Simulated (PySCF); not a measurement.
Zn(OMe)(SH) (CH₄OSZn), SMILES C[O][Zn][SH]. Atoms are numbered in the order given.

```xyz
8

Zn     0.0659     0.0557     0.0839
O      1.2711    -0.7631    -0.9145
C      1.0399    -1.4470    -2.1116
H      0.6160    -0.8057    -2.9130
H      1.9999    -1.8410    -2.4955
H      0.3608    -2.3185    -1.9991
S     -1.2427     1.1283     1.4190
H     -1.4786     0.0285     2.1724
```
Charge 0, spin multiplicity 1.

Coordinates come from a r2SCAN-D4/def2-SVP optimisation. The values are those of a single conformer.

Two levels are set side by side: PBE/pcSseg-1 (PySCF) and B3LYP/pcSseg-1 (PySCF). GIAO shifts against H2O (¹⁷O), H2S (³³S), TMS (¹H), TMS (¹³C) at the same level; non-relativistic, no solvent, atoms listed together averaged. Differences are taken from unrounded values.

```json
[
 {"quantity": "δ(¹⁷O) of O2 (ppm)", "B3LYP": "33.9"},
 {"quantity": "δ(¹³C) of C3 (ppm)", "B3LYP": "62.2"},
 {"quantity": "δ(³³S) of S7 (ppm)", "B3LYP": "-113.7"},
 {"quantity": "δ(¹H) of H8 (ppm)", "B3LYP": "-0.49"}
]
```

What does PBE give, and how far is it from B3LYP? (The exact figures need the calculation; the answer reports its results.)


```
quantity              PBE  PBE minus B3LYP
------------------  -----  ---------------
δ(¹⁷O) of O2 (ppm)   54.3             20.4
δ(¹³C) of C3 (ppm)   63.5              1.3
δ(³³S) of S7 (ppm)  -92.8             20.9
δ(¹H) of H8 (ppm)   -0.32             0.18
```

Rough cost on one machine, each run with all the roots and properties that it gave: B3LYP against PBE within a factor of 2.
